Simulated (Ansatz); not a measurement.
One change: `CC1=CC(C(F)(F)F)=[O+][Ga-]([CH3])([CH3])[O]1` becomes `CC1=CC(C(F)(F)F)=[O+][Ti-]([OH])([OH])([Cl])[O]1`.

Ansatz, PBE0-D4/def2-TZVP geometries, multiplicity 1. Each molecule was computed in one conformer, which needn't be the lowest.

Scalar relativity is left out up to krypton.

```csv
property,`CC1=CC(C(F)(F)F)=[O+][Ga-]([CH3])([CH3])[O]1`
HOMO energy (PBE0/def2-TZVPP) / eV,-7.19
HOMO energy (B3LYP/def2-TZVPP) / eV,-6.99
HOMO–LUMO gap (B3LYP/def2-TZVPP) / eV,4.51
HOMO–LUMO gap (PBE/def2-TZVPP) / eV,2.94
HOMO–LUMO gap (ωB97M-V/def2-TZVPP) / eV,9.15
size of the dipole moment (B3LYP/def2-TZVPP) / D,3.23
```

Problem. Give the same properties after the change, and the shifts. (Best estimate.)

Solution. Computed: 
```tsv
property	`CC1=CC(C(F)(F)F)=[O+][Ti-]([OH])([OH])([Cl])[O]1`	shift
HOMO energy (PBE0/def2-TZVPP) / eV	-8.03	-0.84
HOMO energy (B3LYP/def2-TZVPP) / eV	-7.83	-0.84
HOMO–LUMO gap (B3LYP/def2-TZVPP) / eV	4.89	0.38
HOMO–LUMO gap (PBE/def2-TZVPP) / eV	3.33	0.39
HOMO–LUMO gap (ωB97M-V/def2-TZVPP) / eV	9.51	0.36
size of the dipole moment (B3LYP/def2-TZVPP) / D	5.09	1.86
```

With PBE0 the HOMO falls by 0.84 eV and the LUMO falls by 0.46 eV, so the gap widens by about 0.38 eV. PBE moves the HOMO by -0.80 eV and ωB97M-V by -0.83 eV. Dipoles are sizes alone; their direction can turn.

B3LYP here is the variant with VWN-RPA as its local correlation; programs differ in this.
